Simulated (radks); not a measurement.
The numbers below are computed, except where a source is named.
Charge is removed step by step from the 4p3/2 level of neutral strontium, starting from [Ar] 3d10 4s2 4p(1/2: 2, 3/2: 4) 5s2. Level of theory: Dirac Kohn-Sham, BLYP, spin-unpolarised, spherical densities, finite nucleus; Fermi nuclear charge, rms radius 4.224 fm (a radial shooting solver on a logarithmic mesh with Libxc functionals).

removed (e)  E - E(0) (eV)  eigenvalue (eV)  E minus straight line (eV)
0                    0.000          -22.163                       0.000
0.25                 5.870          -24.816                      -1.043
0.5                 12.418          -27.584                      -1.408
0.75                19.670          -30.451                      -1.068
1                   27.651          -33.407                       0.000

Removing the whole electron costs 27.651 eV by Delta-SCF, against 22.163 eV from minus the eigenvalue at the starting occupation. Slater's transition state (half an electron removed) gives 27.584 eV. Integrating minus the eigenvalue over the occupation (Janak's theorem) gives 27.651 eV. The mean slope of the eigenvalue, de/dn, is 11.2 eV per electron.
